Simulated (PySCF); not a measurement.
C₃H₁₃NSi₂. Atoms are numbered in the order given.

```xyz
19

C      1.9215     1.2356    -0.8059
N      1.1476     0.0074    -0.8299
C      0.1234    -0.1646     0.2119
C      0.6834    -0.3713     1.6374
Si    -1.1089     1.2969     0.2119
Si    -0.8518    -1.6967    -0.3751
H      2.4240     1.4610     0.1596
H      2.6981     1.1880    -1.5847
H      1.2779     2.0977    -1.0517
H      1.7782    -0.7963    -0.8176
H      1.2911     0.4893     1.9659
H      1.3269    -1.2692     1.6825
H     -0.1197    -0.5060     2.3814
H     -1.5048     1.6670    -1.1789
H     -2.3246     0.8827     0.9787
H     -0.5295     2.4970     0.8946
H     -1.7875    -2.1894     0.6838
H     -1.6269    -1.3971    -1.6142
H      0.1440    -2.7781    -0.6650
```

Geometry optimised at r2SCAN-D4/def2-SVP. This is a generated structure with no PubChem entry under its InChIKey; it may be hypothetical. Other conformers were not sampled.

Computed with PySCF with PBE/pcSseg-1.

GIAO shieldings, no solvent; atoms listed in one row are averaged. δ = σ(ref) − σ: ¹³C against TMS (σ = 182.0 ppm); ¹⁵N against NH3 (σ = 267.0 ppm); ²⁹Si against TMS (σ = 335.4 ppm); ¹H against TMS (σ = 31.49 ppm), references at their B3LYP-D3(BJ)/def2-TZVP geometries, non-relativistic.

Computed chemical shifts:
| nucleus | atoms | count | δ (ppm) |
|---|---|---|---|
| ¹³C | C3 | 1 | 39.4 |
| ¹³C | C1 | 1 | 37.5 |
| ¹³C | C4 | 1 | 21.9 |
| ¹⁵N | N2 | 1 | 66.4 |
| ²⁹Si | Si6 | 1 | -55.8 |
| ²⁹Si | Si5 | 1 | -60.9 |
| ¹H | H14, H15, H16 | 3 | 4.42 |
| ¹H | H17, H18, H19 | 3 | 4.18 |
| ¹H | H7, H8, H9 | 3 | 2.94 |
| ¹H | H11, H12, H13 | 3 | 1.69 |
| ¹H | H10 | 1 | 0.12 |
